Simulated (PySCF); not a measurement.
Compound: C6H11F2NSi.
SMILES with atom numbers: `[CH2:1]=[C:2]([F:3])[C@@H:4]1[CH2:5][C@H:6]([F:7])[CH2:8][N:9]1[SiH3:10]`

NICS is the negative of the GIAO shielding at a point without a nucleus: at the ring centre (0) and 1 Å above and below it (1); zz is the component along the ring normal. Level: GIAO PBE0/pcSseg-1 (PySCF, non-relativistic, gas phase) on the GFN2-xTB geometry, one conformer.

Ring bond lengths (Å), with Mayer bond orders in brackets: C4–C5 1.542 (1.01), C5–C6 1.529 (1.04), C6–C8 1.528 (1.00), C8–N9 1.440 (0.93), N9–C4 1.455 (0.93).

Task: What do the NICS probes read (ppm)?

Result: 
| ring | type | NICS(0) | NICS(1), two faces | NICS(1)zz, two faces | rms pucker (Å) | centre to ring atoms, mean (Å) |
| --- | --- | --- | --- | --- | --- | --- |
| C4–C5–C6–C8–N9 | 5-membered ring with N; formal bonds all single | -6.7 | -4.5 / -2.1 | -5.2 / -1.6 | 0.17 | 1.26 |

Task: What do they say, and how far can they be read as aromaticity?

Result: 
- C4–C5–C6–C8–N9: mean NICS(1)zz -3.4 ppm, shielded. C4, C5, C6, C8 have four or more neighbours; no verdict on aromaticity is drawn. The two faces differ by 3.6 ppm, so no symmetry operation interchanges them.

Task: What field does 11.7 T along the ring normal induce along that normal at the second NICS(1) probe listed for ring C4–C5–C6–C8–N9, 1 Å off the ring?

Result: NICSzz × B0 = -1.6 ppm × 11.7 T = -19 μT, against the applied field.

Task: What are the shieldings of the ring atoms and their hydrogens in the same run (means over atoms taken as equivalent)?

Result: 
```
  atoms                   environment  σ isotropic (ppm)  principal values of the symmetric part, first atom (ppm)
     C4  sp3 carbon bound to nitrogen              123.7                                       104.3, 120.2, 146.6
     C5               ring CH2 carbon              147.9                                       115.2, 156.0, 172.4
     C6                sp3 C–F carbon               91.3                                         47.2, 79.5, 147.1
     C8  sp3 carbon bound to nitrogen              129.3                                       104.7, 123.9, 159.2
     N9        silicon-bound nitrogen              234.3                                       173.5, 247.8, 281.6
H on C4              methine hydrogen              27.83                                          25.2, 25.5, 32.8
H on C5            methylene hydrogen              29.09                                          24.9, 27.4, 35.0
H on C5            methylene hydrogen              29.41                                          25.4, 29.4, 33.4
H on C6              methine hydrogen              26.43                                          23.3, 26.4, 29.6
H on C8            methylene hydrogen              28.28                                          24.6, 26.9, 33.4
H on C8            methylene hydrogen              28.37                                          24.1, 27.2, 33.8
```
